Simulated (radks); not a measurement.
Spin polarisation of the 3p4 shell in the chlorine ion Cl+. Start: [Ne] 3s2 3p(up 2, down 2); electrons of 3p are moved from spin down to spin up, other shells keep equal spins. Method: scalar-relativistic Kohn-Sham, SCAN, spin-polarised, spherical densities, finite nucleus; meta-GGA in the generalised Kohn-Sham scheme; Fermi nuclear charge, rms radius of each element as measured or else 0.836 A^(1/3) + 0.57 fm; computed with a radial shooting solver on a logarithmic mesh with Libxc functionals.

\begin{tabular}{lrrrrrr}
moment (Bohr magnetons) & E - E(0) (eV) & e(3p up) (eV) & e(3p down) (eV) & 3s down minus up (eV) & 2p down minus up (eV) & 2s down minus up (eV) \\ \hline
0 & 0.000 & -19.735 & -19.735 & 0.000 & 0.000 & 0.000 \\
0.5 & -0.094 & -20.064 & -19.376 & 0.750 & 0.142 & 0.063 \\
1 & -0.337 & -20.363 & -18.988 & 1.489 & 0.281 & 0.135 \\
1.5 & -0.757 & -20.636 & -18.566 & 2.231 & 0.429 & 0.209 \\
2 & -1.363 & -20.884 & -18.105 & 2.979 & 0.576 & 0.288 \\
\end{tabular}

At moment 2 the spin-polarisation energy is -1.363 eV and the 3p exchange splitting 2.779 eV, that is 1.390 eV per Bohr magneton; E = -I m^2/4 would give I = 1.363 eV.
